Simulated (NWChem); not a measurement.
System: HfH$_{3}$F; SMILES [F][HfH3]

The following NWChem deck was run.

```
start job
memory heap 200 mb stack 900 mb global 1100 mb
geometry units angstroms noautosym nocenter noautoz
  Hf     0.000000     0.000000     0.073551
  F      0.000000     0.000000    -1.814433
  H      1.685940     0.448106     0.678355
  H     -0.454898    -1.684120     0.678355
  H     -1.231041     1.236013     0.678355
end
basis spherical
  * library def2-svpd
end
ecp
  Hf library def2-ecp
end
dft
  xc pbe0
  iterations 150
end
property
  response 1 0.0
end
task dft property
```

The geometry was optimised at PBE0/def2-SVP. No frequency run checked for a minimum. def2 effective core potentials on Hf; no spin-orbit coupling.

Static field.

**Question.** Predict the main results of this run. (PBE0/def2-SVPD with def2 effective core potentials on Hf.) Quantities: isotropic polarisability (bohr³); anisotropy (bohr³).

**Answer.** 
```
Item                              Result
--------------------------------  ------
isotropic polarisability (bohr³)    46.7
anisotropy (bohr³)                   4.1
```
